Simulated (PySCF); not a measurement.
Al(Me)3 (C3H9Al), SMILES [CH3][Al]([CH3])[CH3].

Geometry: ωB97X-D3(BJ)/def2-SVP. The isomer is the one that the SMILES or the coordinates give; other isomers of the formula were not compared.

These are C-PCM-B3LYP/def2-SVP run with PySCF values and carry that method's errors.

The values are the electrostatic part of the solvation free energy, E(continuum) − E(gas) at the gas-phase geometry, in a cavity of scaled van der Waals radii (PySCF's table); cavitation and dispersion terms are not included. A continuum can't describe solvent molecules that bind to the metal. In vacuum the orbital gap is 6.74 eV. The dipole moment in vacuum is 0.00 D.

**Question.** Estimate the values in water (ε = 78.36), tetrahydrofuran (ε = 7.43), n-hexane (ε = 1.88). (An estimate is asked for; the answer gives what the named calculation found.)

**Answer.** 
```
solvent              ε  ΔG(elec) (kcal/mol)  dipole (D)  gap (eV)
---------------  -----  -------------------  ----------  --------
water            78.36                 -2.4        0.00      7.03
tetrahydrofuran   7.43                 -2.1        0.00      6.99
n-hexane          1.88                 -1.1        0.00      6.87
```
